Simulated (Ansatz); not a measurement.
## What each rung costs, and what it gives

The pair of Br⁻ (SMILES [Br-], atom 1) and SiH$_{3}$F (SMILES [SiH3]F, atoms 2–6), both closed shells, in one local arrangement (a lower one may exist), relaxed at PBE0-D4/def2-TZVPD:

Br1  (0.319, 0.172, -2.499)
Si2  (-0.014, -0.009, 0.364)
F3  (-1.411, -0.708, -0.042)
H4  (0.077, 1.454, 0.156)
H5  (1.212, -0.808, 0.145)
H6  (-0.182, -0.100, 1.876)
(Å)

Interaction energies are counterpoise-corrected; the time is that of the whole pair.

Computed with Ansatz 0.2.0 (basis: as named in each row); correlated methods freeze the cores. Filled d shells of the heavier atoms are correlated. The def2 sets are not built for correlating such inner shells, so the correlated values are less sure here. B3LYP uses VWN-RPA correlation. Extrapolation: Hartree–Fock as exp(−7.88 √X), correlation as X^−2.97.

Times are rough, for one single point on 4 threads of a shared host (Arm Neoverse V1).

The estimate by CCSD(T) at an estimated basis limit (MP2 extrapolated from triple and quadruple zeta, plus CCSD(T) − MP2 in triple zeta) is -66.9 kJ/mol.

```csv
method,basis,time (s),interaction energy (kJ/mol),method less estimate
HF,STO-3G,under 1,-5.1,61.8
PBE-D4,STO-3G,under 1,-22.8,44.1
SPW92,def2-SVP,under 1,-96.2,-29.3
PBE-D4,def2-SVP,under 1,-80.4,-13.5
B3LYP-D4,6-31G,under 1,-44.9,22.0
PBE0-D4,def2-SVP,under 1,-80.0,-13.0
CCSD(T),def2-SVP,under 1,-55.9,11.0
revPBE-D4,def2-TZVPPD,1,-69.7,-2.8
PBE-D4,def2-TZVPPD,2,-71.9,-5.0
BLYP-D4,def2-TZVPPD,2,-61.5,5.4
HSE06-D4,def2-TZVPPD,2,-71.3,-4.4
PBE0-D4,def2-TZVPPD,2,-71.3,-4.4
B3LYP-D4,def2-TZVPPD,3,-63.1,3.8
wB97M-V,def2-SVP,3,-76.5,-9.6
r2SCAN-D4,def2-TZVPPD,3,-70.3,-3.3
B2PLYP,def2-TZVPPD,4,-55.4,11.5
B97M-V,def2-TZVPPD,6,-67.9,-1.0
wB97X-V,def2-TZVPPD,6,-65.0,1.9
wB97M-V,def2-TZVPPD,7,-67.8,-0.9
MP2,def2-QZVPPD,10,-65.6,1.3
CCSD(T),def2-TZVPPD,22,-58.9,8.0
```

The T1 diagnostic stays at or below 0.012.
